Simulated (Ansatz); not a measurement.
Coupled-cluster run, C$_{4}$H$_{6}$F$_{4}$, SMILES `FC(F)CCC(F)F`.

```yaml
crystal:
  periodic: [false, false, false]
  atoms:
    - {symbol: F, position_ang: [1.731238, -1.563197, 0.478567]}
    - {symbol: C, position_ang: [0.550637, -1.615280, -0.194814]}
    - {symbol: F, position_ang: [-0.416568, -1.873247, 0.729979]}
    - {symbol: C, position_ang: [0.289533, -0.316042, -0.908064]}
    - {symbol: C, position_ang: [0.292422, 0.916756, -0.014078]}
    - {symbol: C, position_ang: [-0.948452, 1.085514, 0.824186]}
    - {symbol: F, position_ang: [-0.873096, 2.264222, 1.497053]}
    - {symbol: F, position_ang: [-2.047645, 1.154389, 0.021699]}
    - {symbol: H, position_ang: [0.592472, -2.472930, -0.873546]}
    - {symbol: H, position_ang: [-0.660998, -0.405883, -1.439995]}
    - {symbol: H, position_ang: [1.069703, -0.214157, -1.666832]}
    - {symbol: H, position_ang: [1.155866, 0.905791, 0.654786]}
    - {symbol: H, position_ang: [0.371505, 1.813991, -0.633434]}
    - {symbol: H, position_ang: [-1.119618, 0.290772, 1.553190]}
basis:
  gaussian: {orbitals: def2-SVP}
correlation: {method: ccsd_t}
```

```sh
$ ansatz run in.yaml --threads 2 --pin off --events-out ev --progress --plain --max-ram 32768MiB --backend cuda --devices 0, --max-vram 18GiB
```

Output of Ansatz, abridged:

```
Functional definition: HF
1406 factors; integrals over basis functions are off by at most 1.5e-3 eV
mean field evaluation 1: about -15024.1351 eV, gradient 4.5e1 eV
mean field evaluation 2: about -15024.3272 eV, gradient 4.5e1 eV
mean field evaluation 4: about -15028.7544 eV, gradient 4.4e0 eV
mean field evaluation 8: about -15028.8175 eV, gradient 2.3e-1 eV
mean field -15028.81773213 eV, -552.2988647572 hartree, gradient 1.8e-6 eV, S^2 0.000000; 0 other end points of the search recorded, 0 dependent functions left out
8 core orbitals not correlated: weight in the atoms' cores, before any rotation towards them, 1.000 or more for the frozen orbitals, at most 0.000 for the correlated occupied ones
reference -15028.81773213 eV, -552.2988647572 hartree; 25, 25 occupied and 109, 109 virtual orbitals, 1406 factors
second order -34.86341573 eV of doubles, -0.00000000 eV of singles
cycle   1  -35.36130774 eV  change   -5.0e-1 eV  update   1.2e-1
cycle   2  -36.09445323 eV  change   -7.3e-1 eV  update   3.3e-2
cycle   3  -36.28036454 eV  change   -1.9e-1 eV  update   1.6e-2
cycle   4  -36.27406859 eV  change    6.3e-3 eV  update   3.0e-3
cycle   5  -36.27310695 eV  change    9.6e-4 eV  update   1.2e-3
cycle   6  -36.27368930 eV  change   -5.8e-4 eV  update   3.6e-4
cycle   7  -36.27349226 eV  change    2.0e-4 eV  update   1.3e-4
cycle   8  -36.27339424 eV  change    9.8e-5 eV  update   4.2e-5
cycle   9  -36.27340279 eV  change   -8.6e-6 eV  update   1.3e-5
perturbative correction -0.81077683 eV, -0.0297954989 hartree
Total energy: -15065.90191175 eV, -553.6616832218 hartree
```

Hardware: 2 threads of an AMD EPYC 7R13 on a shared host and a share of an NVIDIA H100 80 GB. Wall time 8 s, peak host memory 0.76 GiB.

Correlation energy per correlated electron: -0.742 eV. T1 diagnostic: 0.0106.
